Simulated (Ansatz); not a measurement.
Reaction (redistribution): `[NH2][Al]([SH])[O][SiH3]` + `[AlH2][SiH]([SiH3])Cl` → `[NH2][Al]([SH])[Cl]` + `[AlH2][SiH]([SiH3])O[SiH3]`

Computed with Ansatz on PBE0-D4/def2-TZVP structures; ΔE is electronic, products minus reactants. CCSD(T)/CBS adds triple-zeta CCSD(T) − MP2 to the extrapolated MP2 energy (def2 sets, frozen cores). DFT in def2-TZVPP. One conformer a species, not always the lowest.

```json
{"level": "PBE", "ΔE (kJ/mol)": "1.8"}
{"level": "r2SCAN0", "ΔE (kJ/mol)": "0.2"}
{"level": "RPA@PBE/def2-TZVPP", "ΔE (kJ/mol)": "-1.3"}
{"level": "HF/CBS(def2)", "ΔE (kJ/mol)": "-3.4"}
```

**Question.** What does CCSD(T)/CBS give? (Best estimate.)

**Answer.** Ansatz gave: -0.5 kJ/mol. The listed levels differ from it by 2.3, 0.7, -0.8, -2.9 kJ/mol.

Largest T1 diagnostic among the species: 0.013.

Leaving LDA and LC-ωPBE aside and taking each functional with its dispersion term where it has one, the values, not all of them listed here, spread over 3.4 kJ/mol, from BHLYP-D4 to B2PLYP.
